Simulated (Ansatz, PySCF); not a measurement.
Ways to break one bond of CO[SiH3]:

A. CO[SiH3] [methoxysilane] → [CH2]O[SiH3] + H atom
B. CO[SiH3] → CO[SiH2] + H atom
C. CO[SiH3] → [O][SiH3] + [CH3] (CH3)
D. CO[SiH3] [methoxysilane] → [SiH3] (SiH3) + C[O]

Quantity: bond dissociation energy (enthalpy at 298 K, with B3LYP-D3(BJ) rigid-rotor harmonic-oscillator terms), kcal/mol. Geometries: B3LYP-D3(BJ)/def2-TZVP minima from Ansatz (a program for electronic structure), one conformer each, not searched for the lowest. Frequencies are from Ansatz or PySCF. Correlated levels leave the core frozen unless marked. Open shells are spin-unrestricted. Spin-orbit coupling is left out. Non-relativistic. CBS marks a two-point X^-3 extrapolation of the correlation energy; Hartree-Fock from the larger set. The bracket is a focal-point correction in the basis named.

### Question
Rank them by bond dissociation energy at RI-MP2/CBS(aug-cc-pV(T+d)Z,aug-cc-pV(Q+d)Z)+[CCSD(T)-MP2]/aug-cc-pV(T+d)Z (Ansatz), lowest first.

### Answer
B (93.4 kcal/mol), C (94.5 kcal/mol), A (97.4 kcal/mol), D (111.9 kcal/mol)
